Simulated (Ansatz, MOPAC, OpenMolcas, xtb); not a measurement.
## A ladder of methods for C2H6Te (dimethyl telluride)

C2H6Te has 9 atoms, charge 0, and is taken as a singlet. SMILES: `C[Te]C`. The coordinates come from a PBE0-D4/def2-TZVP relaxation.

Each level gives the HOMO–LUMO gap (eV). The values are calculated.

```
                           level                    kind     program  value (eV)   CPU time
                             PM6          semi-empirical       MOPAC        8.58  under 2 s
                        GFN2-xTB          semi-empirical         xtb        4.41  under 2 s
    HF/def2-SVP (core potential)            Hartree–Fock      Ansatz       11.02      4.3 s
 SVWN5/def2-SVP (core potential)                     LDA      Ansatz        3.49      4.3 s
revPBE/def2-SVP (core potential)                     GGA      Ansatz        3.59      5.7 s
 M06-L/def2-SVP (core potential)                meta-GGA  OpenMolcas        3.90       57 s
 B3LYP/def2-SVP (core potential)           global hybrid      Ansatz        5.01      7.6 s
 HSE06/def2-SVP (core potential)  range-separated hybrid      Ansatz        4.69      7.3 s
 wB97X/def2-SVP (core potential)  range-separated hybrid      Ansatz        9.71       25 s
B2PLYP/def2-SVP (core potential)           double hybrid      Ansatz        7.49      9.7 s
```

The values span 3.49 to 11.02 eV. Orbital gaps aren't excitation energies, and those of double hybrids come from the SCF part alone; they tend to grow with the share of exact exchange. Times are those of the runs behind each value, whatever else they computed, on shared processors of several kinds: orders of magnitude only.
